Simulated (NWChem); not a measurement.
System: AlHOBrF; SMILES [OH][Al]([F])[Br]

```xyz
5

Al     0.1096    -0.8884     0.0000
F     -1.2047    -1.8891     0.0000
Br    -0.1826     1.3355     0.0000
O      1.6869    -1.5158     0.0000
H      1.8350    -2.4703     0.0000
```
Atoms are numbered in this order, from 1.

Level: B3LYP/6-31G* (spherical d) (NWChem), optimised geometry, unscaled harmonic frequencies. This build's default masses of Se (78.918 u) and Br (79.917 u) are each other's, which moves their modes by up to 0.6 %.

| frequency (cm⁻¹) | IR intensity (km/mol) |
|---|---|
| 167 | 2.1 |
| 208 | 26.5 |
| 245 | 28.7 |
| 340 | 171.8 |
| 399 | 72.0 |
| 668 | 142.2 |
| 830 | 173.9 |
| 947 | 101.0 |
| 3830 | 82.3 |

```
Quantity                                                                           Result
-----------------------------------------------------------------------  ----------------
zero-point energy                                                           10.9 kcal/mol
thermal correction to the enthalpy at 298.15 K (with zero-point energy)     14.9 kcal/mol
heat capacity Cv                                                         16.4 cal/(mol K)
entropy at 298.15 K and 1 atm (symmetry number 1)                        77.2 cal/(mol K)
dipole moment                                                                      1.85 D
```

Rigid rotor and harmonic oscillator.
